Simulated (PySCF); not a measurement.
CH5FOSi, SMILES F[Si@@H](O)C. Geometry optimised at PBE-D3(BJ)/def2-SVP. The structure was generated by enumeration; whether it is a known compound was not checked. The values are those of a single conformer.

Computed equilibrium geometry at PBE-D3(BJ)/def2-SVP (PySCF confirms it by a frequency run) as a Z-matrix (one conformer of several):
```
Si
F 1 1.6434
O 1 1.6696 2 109.72
H 3 0.9729 1 115.68 2 69.37
H 1 1.4927 2 108.00 3 -114.12
C 1 1.8698 5 113.95 3 -124.33
H 6 1.1088 1 110.94 5 60.56
H 6 1.1091 7 108.14 1 121.53
H 6 1.1096 7 108.18 8 116.18
```
Charge 0, spin multiplicity 1.
